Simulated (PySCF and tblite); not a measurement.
Results of a calculation; reference values are marked as such.
Conformer ensemble of C3H5FSi, numbered as in [F:1][SiH2:2][CH:3]1[CH:4]=[CH:5]1

Geometries GFN2-xTB; weights from TPSS-D3(BJ)/def2-TZVP energies and GFN2-xTB thermal corrections, with symmetry numbers and mirror pairs. Conformers within 2.5 kcal/mol (GFN2-xTB free energy) were kept, 6 at most. GIAO shieldings: PBE0/pcSseg-1. Shifts are against TMS (¹H), TMS (¹³C), CFCl3 (¹⁹F), TMS (²⁹Si) at the same level. (PySCF 2.14, tblite 0.8.)

Torsions listed: F1–Si2–C3–C4. Of a mirror pair one member is shown.

```csv
conformer,shape,symmetry,E(GFN2) kcal/mol,E(DFT) kcal/mol,G(298.15 K) kcal/mol,weight %,dipole D
1,-127°,C1 (pair),0.12,0.34,0.00,68.0,2.40
2,30°,Cs,0.00,0.00,0.45,32.0,1.78
```

Weights (%) against temperature:

```csv
T (K),1,2,S(mix) cal/mol/K
250,65.8,34.2,2.18
298.15,68.0,32.0,2.18
350,69.8,30.2,2.18
```

Averaged shifts at 298.15 K. ¹H: 7.22 (H4/H5, 2H), 4.94 (H2, 2H), 0.71 (H3, 1H) ppm. ¹³C: 116.0 (C4/C5), 4.0 (C3) ppm. ¹⁹F: -221.3 (F1) ppm. ²⁹Si: 0.2 (Si2) ppm.

Coordinates of conformer 1 (Å):

```xyz
10

F     2.322   -1.227    0.397
Si    1.444    0.015   -0.142
C    -0.319   -0.290    0.439
C    -1.501   -0.289   -0.511
C    -1.415    0.741    0.264
H     1.583   -0.022   -1.591
H     2.062    1.186    0.466
H    -0.409   -0.939    1.314
H    -1.983   -0.844   -1.277
H    -1.776    1.674    0.618
```

Coordinates of conformer 2 (Å):

```xyz
10

F     1.474   -0.120   -1.536
Si    1.462    0.137    0.057
C    -0.341    0.066    0.591
C    -1.345   -0.796   -0.150
C    -1.455    0.475   -0.352
H     2.059    1.455    0.223
H     2.267   -0.944    0.611
H    -0.530    0.218    1.655
H    -1.657   -1.797   -0.313
H    -1.926    1.310   -0.807
```

Unscaled ¹⁹F and ²⁹Si shifts at such levels can be off by tens of ppm; differences between conformers or isomers are more reliable. Shifts are unscaled: against experiment ¹³C can be off by 15 ppm or more and ¹H by 0.8 ppm.

Search and properties took 53 s on 1 thread of Arm Neoverse V1 (shared host) (rough), launched as `OMP_NUM_THREADS=1 python ens_run.py task.json out`.
